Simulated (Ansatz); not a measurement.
Molecular dynamics of BF2H3O

The input (input.yaml):

```yaml
crystal:
  periodic: [false, false, false]
  atoms:
    - { symbol: B, position_ang: [0.063813, -0.274726, -0.062269] }
    - { symbol: F, position_ang: [-0.03818, 0.079302, 1.586278] }
    - { symbol: H, position_ang: [1.077247, 0.242429, -0.476378] }
    - { symbol: F, position_ang: [-1.130278, 0.027187, -0.61435] }
    - { symbol: O, position_ang: [0.175154, -1.71567, 0.356839] }
    - { symbol: H, position_ang: [-0.652696, -2.183087, 0.128162] }
    - { symbol: H, position_ang: [0.034138, -1.029034, 1.461318] }
basis:
  gaussian: { orbitals: def2-SVP }
hamiltonian:
  xc: pbe
  dispersion: d4
md:
  timestep: 0.5
  n_steps: 200
  ensemble: nve
  temperature: 300.0
  initial_velocities: maxwell_boltzmann
  seed: 6344
```

Launched with:

```bash
$ ansatz run input.yaml --threads 2 --pin off --max-ram 3072MiB --backend cpu --events-out ev --progress --plain --runs-dir out
```

It starts at the highest image of a converged band, a first-order saddle point between two minima.

Output, in part (step lines, the closing report, with atoms numbered from 0):

```
md step     0: t =     0.00 fs  T =   300.0 K  F+E_penalty+E_count = -8193.64371594 eV  E_kin = 0.193890 eV  conserved = -8193.44982594 eV  (24 SCF iters)
[... lines left out ...]
Total energy: -8193.92741189 eV, -301.1212783434 hartree
Atom 0 at     0.072003     0.276738     0.295882 Å, force    -2.227881    -0.468975     0.046625 eV/Å
Atom 1 at    -0.144046     0.722470     1.520975 Å, force    -0.253695     0.002522     0.223305 eV/Å
Atom 2 at     1.173473     0.246720    -0.058835 Å, force     1.084868    -0.113877    -0.942464 eV/Å
Atom 3 at    -1.054077    -0.060579    -0.424387 Å, force     1.418841     0.398948     0.601934 eV/Å
Atom 4 at     0.209360    -2.623100     0.010885 Å, force    -0.055114    -0.046944     0.634460 eV/Å
Atom 5 at    -0.602323    -2.284109    -0.387367 Å, force    -0.353497     0.361622    -0.693986 eV/Å
Atom 6 at    -0.184093    -2.911572     0.859862 Å, force     0.386478    -0.133297     0.130127 eV/Å
Dipole moment:    -0.186082    -0.084688     0.098750 e Å
```

The steps, from the saved trajectory:

```
time (fs)  T (K)  potential energy less start (eV)  conserved less start (meV/atom)
        0    300                             0.000                             0.00
        3    179                             0.079                             0.08
        6     68                             0.151                             0.11
        9    123                             0.115                             0.08
       12    311                            -0.006                             0.05
       15    388                            -0.057                             0.07
       18    440                            -0.090                             0.09
       21    721                            -0.271                             0.08
       24   1101                            -0.518                             0.00
       27   1140                            -0.543                            -0.05
       30    806                            -0.327                             0.11
       33    841                            -0.349                             0.08
       36   1156                            -0.553                            -0.05
       39   1139                            -0.542                             0.01
       42    880                            -0.374                             0.11
       45    852                            -0.357                             0.02
       48    908                            -0.392                             0.10
       51   1055                            -0.488                            -0.01
       54    931                            -0.407                             0.02
       57    797                            -0.321                             0.07
       60    846                            -0.352                             0.11
       63   1038                            -0.478                            -0.13
       66    687                            -0.249                             0.11
       69    573                            -0.176                             0.07
       72    674                            -0.241                             0.07
       75    908                            -0.394                            -0.13
       78    588                            -0.185                             0.09
       81    462                            -0.104                             0.06
       84    559                            -0.167                             0.01
       87    814                            -0.333                            -0.14
       90    636                            -0.218                            -0.01
       93    405                            -0.067                             0.17
       96    689                            -0.253                            -0.21
       99    612                            -0.201                             0.02
```

All steps were run. The conserved energy stayed within 0.24 meV per atom of its start (net change -0.24 meV per atom), so the integration is sound. The kinetic energy rose, since the run started high on the potential surface and went downhill. It ends in pieces (BF2H + H2O), so much of that is their flight and rotation, not heat. A run of 0.1 ps of so small a system gives no equilibrium averages. The orbitals stay closed-shell, which can raise the energy where a bond breaks towards radicals; this wasn't checked here.

Between its relaxed ends the band would form F2–H7 and break B1–F2, O5–H7. These pairs go: F2–H7 1.12 → 3.69 Å, B1–F2 1.69 → 1.32 Å, O5–H7 1.31 → 0.98 Å. In the last frame they stand as before the step (other bonds may differ from the relaxed reactants and products). Also parted: B1–O5 1.50 → 2.92 Å. It ends as BF2H + H2O. Pairs count as bonded within 1.25 times the sum of covalent radii (0.12 Å more for H–H).

Last frame:

```xyz
7
Properties=species:S:1:pos:R:3
B 0.072 0.277 0.296
F -0.144 0.723 1.521
H 1.173 0.247 -0.059
F -1.054 -0.061 -0.424
O 0.209 -2.623 0.011
H -0.602 -2.284 -0.387
H -0.184 -2.912 0.860
```

Run time: 2.6 min on 2 threads of Arm Neoverse V1, on a shared host, peak memory 0.12 GiB.
